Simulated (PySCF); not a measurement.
Isomers of C5H8FNSi2.

All values: PBE0/pcSseg-1 (PySCF) at GFN2-xTB geometries, gas phase, one conformer each.

**Question.** Rank by LUMO energy, lowest first.
A. `[CH:1]#[C:2][Si@:3]([F:4])([C:5]#[C:6][CH3:7])[NH:8][SiH3:9]` with C2–Si3–N8–Si9 55°
B. `[N:1]#[C:2][C:3]1=[CH:4][SiH2:5][C@:6]1([F:7])[CH2:8][SiH3:9]` with Si5–C6–C8–Si9 78°
C. `[CH2:1]=[CH:2]/[C:3]([SiH2:4][F:5])=[C:6](/[SiH3:7])[C:8]#[N:9]` with C1–C2–C3–Si4 -18°, C2–C3–Si4–F5 -156°
D. `[N:1]#[C:2][C@H:3]1[SiH2:4][CH2:5][SiH2:6]/[C:7]1=[CH:8]\[F:9]` with C2–C3–Si4–C5 82°, C3–Si4–C5–Si6 24°, Si4–C5–Si6–C7 -8°, C5–Si6–C7–C8 161°
E. `[N:1]#[C:2][Si@@H:3]1[CH2:4][CH2:5][SiH2:6]/[C:7]1=[CH:8]\[F:9]` with C2–Si3–C4–C5 -149°, Si3–C4–C5–Si6 43°, C4–C5–Si6–C7 -31°, C5–Si6–C7–C8 -173°

**Answer.** C (-2.67 eV), B (-2.06 eV), E (-1.23 eV), D (-0.93 eV), A (-0.78 eV).

**Question.** Rank by the lowest IAO charge on any atom, highest value first.
A. `[CH:1]#[C:2][Si@:3]([F:4])([C:5]#[C:6][CH3:7])[NH:8][SiH3:9]` with C2–Si3–N8–Si9 55°
B. `[N:1]#[C:2][C:3]1=[CH:4][SiH2:5][C@:6]1([F:7])[CH2:8][SiH3:9]` with Si5–C6–C8–Si9 78°
C. `[N:1]#[C:2][C@@H:3]1[SiH2:4][CH:5]=[CH:6][SiH2:7][C@H:8]1[F:9]` with C2–C3–Si4–C5 -70°, C3–Si4–C5–C6 -18°, C5–C6–Si7–C8 -8°, C6–Si7–C8–F9 -76°
D. `[N:1]#[C:2][Si@@H:3]1[CH2:4][CH2:5][SiH2:6]/[C:7]1=[CH:8]\[F:9]` with C2–Si3–C4–C5 -149°, Si3–C4–C5–Si6 43°, C4–C5–Si6–C7 -31°, C5–Si6–C7–C8 -173°
E. `[CH2:1]=[CH:2]/[C:3]([SiH2:4][F:5])=[C:6](/[SiH3:7])[C:8]#[N:9]` with C1–C2–C3–Si4 -18°, C2–C3–Si4–F5 -156°
F. `[N:1]#[C:2][C@H:3]1[SiH2:4][CH2:5][SiH2:6]/[C:7]1=[CH:8]\[F:9]` with C2–C3–Si4–C5 82°, C3–Si4–C5–Si6 24°, Si4–C5–Si6–C7 -8°, C5–Si6–C7–C8 161°

**Answer.** C (-0.425 e), E (-0.532 e), B (-0.551 e), D (-0.615 e), F (-0.834 e), A (-0.956 e).

**Question.** Rank by HOMO energy, lowest first.
A. `[N:1]#[C:2][C@H:3]1[SiH2:4][CH2:5][SiH2:6]/[C:7]1=[CH:8]\[F:9]` with C2–C3–Si4–C5 82°, C3–Si4–C5–Si6 24°, Si4–C5–Si6–C7 -8°, C5–Si6–C7–C8 161°
B. `[N:1]#[C:2][C@@H:3]1[SiH2:4][CH:5]=[CH:6][SiH2:7][C@H:8]1[F:9]` with C2–C3–Si4–C5 -70°, C3–Si4–C5–C6 -18°, C5–C6–Si7–C8 -8°, C6–Si7–C8–F9 -76°
C. `[N:1]#[C:2][C:3]1=[CH:4][SiH2:5][C@:6]1([F:7])[CH2:8][SiH3:9]` with Si5–C6–C8–Si9 78°
D. `[CH:1]#[C:2][Si@:3]([F:4])([C:5]#[C:6][CH3:7])[NH:8][SiH3:9]` with C2–Si3–N8–Si9 55°

**Answer.** C (-8.37 eV), B (-8.22 eV), A (-7.82 eV), D (-7.54 eV).

All values together:

| SMILES | μ (D) | HOMO (eV) | LUMO (eV) | lowest IAO charge (e) | highest IAO charge (e) | lowest Hirshfeld charge (e) | highest Hirshfeld charge (e) |
| --- | --- | --- | --- | --- | --- | --- | --- |
| N#C[C@H]1[SiH2]C[SiH2]/C1=C\F | 3.71 | -7.82 | -0.93 | -0.834 (C) | +0.789 (Si) | -0.246 (C) | +0.364 (Si) |
| N#CC1=C[SiH2][C@]1(F)C[SiH3] | 4.50 | -8.37 | -2.06 | -0.551 (C) | +0.731 (Si) | -0.198 (N) | +0.353 (Si) |
| N#C[Si@@H]1CC[SiH2]/C1=C\F | 3.62 | -8.12 | -1.23 | -0.615 (C) | +0.899 (Si) | -0.217 (C) | +0.399 (Si) |
| C#C[Si@](F)(C#CC)N[SiH3] | 2.29 | -7.54 | -0.78 | -0.956 (N) | +1.452 (Si) | -0.332 (N) | +0.499 (Si) |
| N#C[C@@H]1[SiH2]C=C[SiH2][C@H]1F | 2.34 | -8.22 | -1.20 | -0.425 (C) | +0.775 (Si) | -0.224 (N) | +0.348 (Si) |
| C=C/C([SiH2]F)=C(/[SiH3])C#N | 3.85 | -7.64 | -2.67 | -0.532 (F) | +1.071 (Si) | -0.213 (N) | +0.429 (Si) |

Conformers: `[N:1]#[C:2][C@H:3]1[SiH2:4][CH2:5][SiH2:6]/[C:7]1=[CH:8]\[F:9]` with C2–C3–Si4–C5 82°, C3–Si4–C5–Si6 24°, Si4–C5–Si6–C7 -8°, C5–Si6–C7–C8 161°; `[N:1]#[C:2][C:3]1=[CH:4][SiH2:5][C@:6]1([F:7])[CH2:8][SiH3:9]` with Si5–C6–C8–Si9 78°; `[N:1]#[C:2][Si@@H:3]1[CH2:4][CH2:5][SiH2:6]/[C:7]1=[CH:8]\[F:9]` with C2–Si3–C4–C5 -149°, Si3–C4–C5–Si6 43°, C4–C5–Si6–C7 -31°, C5–Si6–C7–C8 -173°; `[CH:1]#[C:2][Si@:3]([F:4])([C:5]#[C:6][CH3:7])[NH:8][SiH3:9]` with C2–Si3–N8–Si9 55°; `[N:1]#[C:2][C@@H:3]1[SiH2:4][CH:5]=[CH:6][SiH2:7][C@H:8]1[F:9]` with C2–C3–Si4–C5 -70°, C3–Si4–C5–C6 -18°, C5–C6–Si7–C8 -8°, C6–Si7–C8–F9 -76°; `[CH2:1]=[CH:2]/[C:3]([SiH2:4][F:5])=[C:6](/[SiH3:7])[C:8]#[N:9]` with C1–C2–C3–Si4 -18°, C2–C3–Si4–F5 -156°.
